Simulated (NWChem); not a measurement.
System: Sn cation, doublet

Program: NWChem. Spin-unrestricted. The open p shell is one determinant without spherical averaging. No stability test was run on the SCF state. def2 effective core potentials on Sn; no spin-orbit coupling. Total energies of different functionals are on different scales.

```csv
level,energy (Ha),highest occupied level (eV),"lowest empty minus highest occupied level, either spin (eV)",<S²>
B3LYP/def2-TZVP,-214.0605,…,…,0.752
PBE/def2-TZVP,-213.9827,-10.62,0.15,0.751
revPBE/def2-TZVP,-214.0385,-10.60,0.24,0.752
BP86/def2-TZVP,-214.0990,-10.73,0.14,0.751
LC-BLYP (range parameter 0.33 per bohr)/def2-TZVP,-213.7525,-13.80,6.14,0.752
TPSSh/def2-TZVP,-213.9073,-11.10,1.12,0.752
MPW1K/def2-TZVP,-214.0697,-12.38,3.41,0.754
```

Q: Fill in the missing entries.

A: 
- B3LYP/def2-TZVP, highest occupied level (eV): -11.37
- B3LYP/def2-TZVP, lowest empty minus highest occupied level, either spin (eV): 1.51
